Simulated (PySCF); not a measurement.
Working out the ionisation energy of Cr

Cr [Ar] 3d5 4s1 (7S) → Cr⁺ [Ar] 3d5 (6S). All numbers are calculated (PySCF 2.14, the spin-free X2C one-electron Hamiltonian (Gaussian nucleus), in jorge-DZP-DKH). Frozen: [Ar]. Energies in hartree (1 hartree = 27.21139 eV):

| part | Cr (lower) | Cr⁺ (upper) |
| --- | --- | --- |
| UHF | -1049.610553 | -1049.392057 |
| MP2 opposite-spin | 0.000000 | 0.000000 |
| MP2 same-spin | -0.058172 | -0.047655 |

What does Hartree-Fock give?

(-1049.392057) − (-1049.610553) = 0.218496 hartree = 5.946 eV.

What do MP2 and SCS-MP2 (6/5 opposite-spin, 1/3 same-spin) give?

The opposite-spin parts differ by 0.000 eV and the same-spin parts by 0.286 eV. MP2: 5.946 + (0.000) + (0.286) = 6.232 eV. SCS-MP2: 5.946 + 1.2 × (0.000) + (0.286)/3 = 6.041 eV.

Measured between the centres of the two terms (NIST): 6.767 eV, so MP2 (valence) is off by -0.535 eV.

A double-zeta basis recovers only part of the correlation energy.

What remains against the reference includes basis incompleteness, the frozen core and correlation beyond second order.
